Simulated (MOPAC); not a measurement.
MOPAC input (MNDO):

```
MNDO PRECISE GNORM=0.05 LET XYZ CHARGE=1 GEO-OK AUX(PRECISION=9) THREADS=1
FSr

Sr   -0.00000000 1   -0.00000000 1   -0.38660307 1
F     0.00000000 1    0.00000000 1    1.63232406 1
```

Output:

```
 *******************************************************************************
 **                                                                           **
 **                              MOPAC v23.2.5                                **
 **                                                                           **
 *******************************************************************************
 ** MOPAC's Digital Object Identifier: https://doi.org/10.5281/zenodo.6511958 **
 **                                                                           **
 ** Please cite the open-source release paper for use of this MOPAC version:  **
 ** J. E. Moussa and J. J. P. Stewart (2026)                                  **
 ** MOPAC: An open-source semiempirical molecular orbital program             **
 ** J. Open Source Softw., 11(119), 8025, https://doi.org/10.21105/joss.08025 **
 *******************************************************************************

                              MNDO CALCULATION RESULTS

 *******************************************************************************
 *  MNDO       - The MNDO Hamiltonian to be used
 *  GEO-OK     - OVERRIDE INTERATOMIC DISTANCE AND OTHER SAFETY CHECKS
 *
 *
 *
 *                 CHARGE ON SYSTEM = +1
 *
 *
 *
 *  LET        - OVERRIDE SOME SAFETY CHECKS
 *  PRECISE    - TIGHTER CRITERIA TO BE USED
 *  XYZ        - CARTESIAN COORDINATE SYSTEM TO BE USED
 *  GNORM      - EXIT WHEN GRADIENT NORM DROPS BELOW 0.050
 *  AUX        - OUTPUT AUXILIARY INFORMATION
 *******************************************************************************
MNDO PRECISE GNORM=0.05 LET XYZ CHARGE=1 GEO-OK AUX(PRECISION=9) THREADS=1
 FSr

   ATOM   CHEMICAL          X               Y               Z
  NUMBER   SYMBOL      (ANGSTROMS)     (ANGSTROMS)     (ANGSTROMS)

     1      Sr         -0.00000000  *  -0.00000000  *  -0.38660307  *
     2       F          0.00000000  *   0.00000000  *   1.63232406  *

          CARTESIAN COORDINATES

    NO.       ATOM           X           Y           Z

     1        Sr         -0.0000     -0.0000     -0.3866
     2         F          0.0000      0.0000      1.6323

  F: (MNDO): M.J.S. DEWAR, H.S. RZEPA, J. AM. CHEM. SOC., 100, 777, (1978)
 Sr: (MNDO): J. J. P. STEWART, J. MOL. MOD., 10, 155-164 (2004)

           Empirical Formula: Sr F  =     2 atoms

      MOLECULAR POINT GROUP   :   C*v

      RHF CALCULATION, NO. OF DOUBLY OCCUPIED LEVELS = 4

          Geometry optimization using EF

          DIAGONAL MATRIX USED AS START HESSIAN

 CYCLE:     1  GRAD.:   155.874 HEAT:  89.68380
 CYCLE:     2  GRAD.:    21.228 HEAT:  77.96969
 CYCLE:     3  GRAD.:     5.298 HEAT:  77.64907
 CYCLE:     4  GRAD.:     0.288 HEAT:  77.62903
 CYCLE:     5  GRAD.:     0.001 HEAT:  77.62897

     GRADIENT =  0.00093 IS LESS THAN CUTOFF =  0.05000

 -------------------------------------------------------------------------------
 MNDO PRECISE GNORM=0.05 LET XYZ CHARGE=1 GEO-OK AUX(PRECISION=9) THREADS=1
 FSr

     GEOMETRY OPTIMISED USING EIGENVECTOR FOLLOWING (EF).
     SCF FIELD WAS ACHIEVED

                              MNDO CALCULATION
                                                       MOPAC v23.2.5 Linux

          FINAL HEAT OF FORMATION =         77.62897 KCAL/MOL =     324.79959 KJ/MOL

          COSMO AREA              =        150.96 SQUARE ANGSTROMS
          COSMO VOLUME            =        173.04 CUBIC ANGSTROMS

          GRADIENT NORM           =          0.00093          =       0.00066 PER ATOM
          IONIZATION POTENTIAL    =         14.945346 EV
          HOMO LUMO ENERGIES (EV) =        -14.945 -6.299
          NO. OF FILLED LEVELS    =          4
          MOLECULAR WEIGHT        =        106.6184         POINT GROUP:  C*v

          MOLECULAR DIMENSIONS (Angstroms)

            Atom       Atom       Distance
            F     2   Sr     1     2.25717
            F     2   Sr     1     0.00000
            F     2   Sr     1     0.00000

          SCF CALCULATIONS        =          6

   ATOM   CHEMICAL          X               Y               Z
  NUMBER   SYMBOL      (ANGSTROMS)     (ANGSTROMS)     (ANGSTROMS)

     1      Sr          0.00000000  *   0.00000000  *  -0.50572667  *
     2       F         -0.00000000  *  -0.00000000  *   1.75144766  *

                             CARTESIAN COORDINATES

   1   Sr        0.000000000     0.000000000    -0.505726672
   2    F       -0.000000000    -0.000000000     1.751447662

           Empirical Formula: Sr F  =     2 atoms

      MOLECULAR POINT GROUP   :   C*v

                  EIGENVALUES
 -41.06256 -14.96890 -14.94535 -14.94535  -6.29917  -3.90811  -3.90811  -0.63536

              NET ATOMIC CHARGES AND DIPOLE CONTRIBUTIONS

  ATOM NO.   TYPE          CHARGE      No. of ELECS.   s-Pop       p-Pop
    1         Sr           1.597702        0.4023     0.14558     0.25672
    2          F          -0.597702        7.5977     1.84418     5.75352
 DIPOLE           X         Y         Z       TOTAL
 POINT-CHG.     0.000     0.000    -8.412     8.412
 HYBRID        -0.000    -0.000    -1.340     1.340
 SUM           -0.000    -0.000    -9.752     9.752

          ATOMIC ORBITAL ELECTRON POPULATIONS

     Atom    s        px        py        pz
    1 Sr   0.14558   0.07209   0.07209   0.11253
    2  F   1.84418   1.92791   1.92791   1.89770

 **********************
 *                    *
 * JOB ENDED NORMALLY *
 *                    *
 **********************

 == MOPAC DONE ==
```

The dipole moment of an ion depends on the origin.
